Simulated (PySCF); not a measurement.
## Telling isomers of C6H10O2 apart by NMR

Theoretical values (PySCF 2.14): GIAO PBE0/pcSseg-1 shieldings, geometry from GFN2-xTB. No relativistic terms, one conformer, isolated molecule, equivalent nuclei averaged.

δ = σ(ref) − σ, references computed at the same level: ¹H and ¹³C against TMS. Where no couplings were computed, multiplicities follow the n + 1 count of equivalent neighbours, and m marks all less simple cases (inequivalent or close neighbours, rings, F or P nearby). Shifts are as computed. Against solution values, carbons near 30 ppm lie about +3 ppm off and those near 130 ppm about +5 ppm (rms about the fit 2.1 ppm; single classes can miss by 10 ppm). Of 1328 compounds with measured shifts, 309 miss one by over three times the rms of a fit or turn the order of signals round; such compounds aren't used in these exercises. Signals without a measured value on file couldn't be tested in this way; 1H shifts scatter by 0.2 ppm about their fit, and single ones miss by 0.5 ppm.

(1) Tabulate the signals of `C=C(C)OC(=C)OC`, `CC(C)[C@@H]1COC1=O` and their relative energies.

(2) What is the quickest way to tell C=C(C)OC(=C)OC from CC(C)[C@@H]1COC1=O?

Results:

(1) 
```tsv
SMILES	carbon types	δC	δH	E rel. (kcal/mol)
C=C(C)OC(=C)OC	2×C 2×CH2 2×CH3	171.6, 163.4, 95.7, 69.1, 55.5, 23.8	4.49 (br s, 1H), 4.13 (br s, 1H), 3.92 (br s, 1H), 3.70 (s, 3H), 3.40 (br s, 1H), 1.90 (s, 3H)	40.0
CC(C)[C@@H]1COC1=O	1×C 2×CH 1×CH2 2×CH3	176.2, 65.9, 63.4, 35.0, 23.6, 22.0	4.32 (m, 1H), 3.97 (m, 1H), 2.98 (m, 1H), 1.78 (m, 1H), 1.27 (d, 3H), 0.90 (d, 3H)	0.0
```

Energies are electronic energies at PBE0/pcSseg-1 on these geometries, without zero-point or thermal terms, each for the one conformer computed, which needn't be the lowest.

(2) Both give the same number of carbon signals, but DEPT or the intensities differ. The first has a methyl carbon bonded to O (CH3) at 55.5 ppm, the second an sp3 CH α to a carbonyl at 63.4 ppm. Their most deshielded carbons lie at 171.6 and 176.2 ppm.
